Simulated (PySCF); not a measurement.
The vertical singlet excitations below were computed for one of the candidates. Method used: PySCF 2.14.0, density-fitted response routines, TDDFT PBE0/def2-SVPD, vertical, gas phase, core orbitals frozen in the response. Geometries: GFN2-xTB, one conformer each.

```
state  E (eV)  λ (nm)       f
   S1    4.96   249.7   0.254
   S2    5.15   240.8  0.0027
   S3    5.74   216.0  0.0037
   S4    5.77   215.1   0.035
   S5    5.79   214.1  0.0008
   S6    6.05   204.9  0.0000
   S7    6.31   196.6  0.0067
   S8    6.48   191.4   0.032
```

Triplets computed (Tamm–Dancoff): 3.34, 4.65, 4.93 eV.

Orbital energies (eV): HOMO-3 -9.19, HOMO-2 -9.09, HOMO-1 -7.56, HOMO -6.41, LUMO -0.76, LUMO+1 -0.01, LUMO+2 0.42.

Question: Which structure fits? All have the formula C5H7ClSSi.
A. `C#C/C=C(/Cl)[SiH2]SC`
B. `s1c(ccc1C[SiH3])Cl`
C. `S1[SiH2]CC=CC=C1Cl`

Answer: B. Its S1, at 4.96 eV, is the highest among the candidates; the nearest of the others has S1 at 4.37 eV. S1 is HOMO→LUMO (97%). Löwdin shares by element: HOMO carbon 55% or more, chlorine 15% (atoms not listed hold the other 30%); LUMO carbon 48% or more, sulfur 21% (atoms not listed hold the other 31%). At the same level the other candidates give, for their lowest levels:
- `C#C/C=C(/Cl)[SiH2]SC`: 3.88 eV (f 0.003); 4.82 eV (f 0.238); 5.04 eV (f 0.003); 5.38 eV (f 0.006); 5.50 eV (f 0.020); T1 2.97 eV; HOMO -6.82, LUMO -1.84 eV
- `ClC1=CC=CC[SiH2]S1`: 4.37 eV (f 0.086); 4.85 eV (f 0.034); 5.34 eV (f 0.032); 5.55 eV (f 0.040); 5.75 eV (f 0.001); T1 3.06 eV; HOMO -6.45, LUMO -1.19 eV

Conformer computed: `[SiH3:1][CH2:2][c:3]1[cH:4][cH:5][c:6]([Cl:7])[s:8]1`: Si1–C2–C3–C4 92°.
